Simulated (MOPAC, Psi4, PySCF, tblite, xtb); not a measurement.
Dimer HBr ··· CH4 (SMILES Br and C) at R = 3.90 Å between the centres of mass, closest contact 2.36 Å (lowest of the rigid-body minima from ten starts at GFN2-xTB). Geometry in Å and degrees:

```
C
H 1 1.0891
H 1 1.0891 2 109.47
H 1 1.0891 2 109.47 3 -120.00
H 1 1.0891 2 109.47 3 120.00
H 2 2.3561 1 83.90 3 -60.01
Br 6 1.4248 2 155.22 1 179.54
```

Computed with: GFN2-xTB (tblite); SAPT0/jun-cc-pVDZ, frozen core (Psi4); BLYP/def2-TZVP, counterpoise-corrected (Psi4); BLYP-D3(BJ)/def2-TZVP, counterpoise-corrected (Psi4); PBE/def2-TZVP, counterpoise-corrected (Psi4); PBE-D3(BJ)/def2-TZVP, counterpoise-corrected (Psi4); HF/aug-cc-pVTZ, counterpoise-corrected (Psi4); MP2/aug-cc-pVTZ = DF-MP2/aug-cc-pVTZ, frozen core, counterpoise-corrected (Psi4 1.11); SCS-MP2/aug-cc-pVTZ = DF-SCS-MP2/aug-cc-pVTZ, frozen core, counterpoise-corrected run with Psi4; PM3, restricted, heats of formation (MOPAC); PM7, restricted, heats of formation (MOPAC); GFN1-xTB (xtb); RKS-B3LYP/6-31G* = restricted B3LYP/6-31G*, spherical d, no counterpoise correction run with PySCF; RHF/6-31G* = restricted Hartree-Fock/6-31G*, spherical d, no counterpoise correction run with PySCF; RKS-LDA (SVWN5)/6-31G* = restricted LDA (SVWN5)/6-31G*, spherical d, no counterpoise correction in PySCF; RKS-B3LYP/3-21G = restricted B3LYP/3-21G, no counterpoise correction in PySCF.

What interaction energy does each level give?


```
method                  E_int / kcal/mol
----------------------  ----------------
RKS-LDA (SVWN5)/6-31G*             -2.66
PM3                                -1.94
GFN2-xTB                           -1.50
PBE-D3(BJ)/def2-TZVP               -1.28
PM7                                -1.16
MP2/aug-cc-pVTZ                    -1.10
BLYP-D3(BJ)/def2-TZVP              -0.91
SCS-MP2/aug-cc-pVTZ                -0.61
PBE/def2-TZVP                      -0.51
RKS-B3LYP/3-21G                    -0.46
SAPT0/jun-cc-pVDZ                  -0.22
GFN1-xTB                           -0.13
RKS-B3LYP/6-31G*                   -0.12
BLYP/def2-TZVP                      0.59
RHF/6-31G*                          0.67
HF/aug-cc-pVTZ                      0.82
```
